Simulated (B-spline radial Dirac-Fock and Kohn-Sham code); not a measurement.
Z = 43 (technetium), transition energy 50 keV. Method: a Dirac-Hartree-Slater potential of the neutral atom with a Latter tail (no hole, which puts coefficients of high multipoles low close above an edge), finite nucleus with surface currents. Computed with a B-spline atomic structure program. Subshells that would emit electrons below 1 keV are left out.

Q: A pure transition shows α(K) = 9.69, L1/L2 = 0.557 and L1/L3 = 0.384. What is its multipolarity?
A. M3
B. M2
C. E2
D. E4
E. M1
F. E3
G. M4
H. E1

A: C. For comparison, α(K), L1/L2, L1/L3 are E1 0.844, 7.00, 4.38; E3 86.7, 0.0663, 0.0481; E4 745, 0.0105, 0.00783; M1 1.78, 14.5, 47.1; M2 32.0, 9.32, 4.62; M3 382, 6.23, 1.01; M4 4250, 4.57, 0.445.
